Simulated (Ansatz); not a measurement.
`[SiH3]OB(Cl)Br` + H₂O → `OB(Cl)O[SiH3]` + HBr at 600 K and 1 bar (formal hydrolysis of a B–Br bond).

Gas-phase electronic energies from Ansatz, PBE0-D4/def2-TZVP geometries. CBS: MP2 limit from def2 TZ/QZ plus the TZ coupled-cluster correction, frozen cores. This one scheme is used for every species. For Br outer-core shells are correlated without core-valence functions, which leaves a few kJ/mol of doubt a bond. Scalar relativity is left out up to krypton. One conformer a species, not always the lowest.

| species | CCSD(T)/CBS energy (Eh) | H − E (kJ/mol) | S (J/(mol·K)) |
| --- | --- | --- | --- |
| `[SiH3]OB(Cl)Br` | -3424.11513 | 153.0 | 450.3 |
| H₂O | -76.37941 | 76.8 | 212.8 |
| `OB(Cl)O[SiH3]` | -926.59502 | 192.1 | 437.6 |
| HBr | -2573.91920 | 33.5 | 219.1 |

H − E and S are ideal-gas, rigid-rotor, harmonic terms from PBE0-D4/def2-TZVP, for one conformer and one mirror image of each species. 1 Eh = 2625.50 kJ/mol, R = 8.31446 J/(mol·K).

Task: By hand: ΔE, ΔH, ΔS and ΔG.

Result: ΔE = (-926.59502) + (-2573.91920) − (-3424.11513) − (-76.37941) = -0.01968 Eh = -51.7 kJ/mol. Δ(H − E) = 192.1 + 33.5 − 153.0 − 76.8 = -4.2, so ΔH = -55.9 kJ/mol. ΔS = 437.6 + 219.1 − 450.3 − 212.8 = -6.4 J/(mol·K). ΔG = -55.9 − 600 × (-6.4)/1000 = -52.1 kJ/mol.

Task: By hand: the equilibrium constant, and the temperature at which ΔG would vanish if ΔH and ΔS stayed fixed.

Result: log₁₀ K = −ΔG/(RT ln 10) = 4.5. ΔG = 0 at ΔH/ΔS = 8734 K, far beyond where these terms or the molecules hold.

The number of gas molecules stays the same, so ΔS is small and ΔH decides. A doubt of 5 kJ/mol in ΔE shifts log₁₀ K by 0.4 here. Other conformers and mirror images would add mixing entropy, several J/(mol·K) or more a flexible species. These are equilibria of isolated gas molecules and say nothing of rates. Largest T1 diagnostic: 0.012 (customary marks: 0.02 for closed shells, 0.045 for open ones).
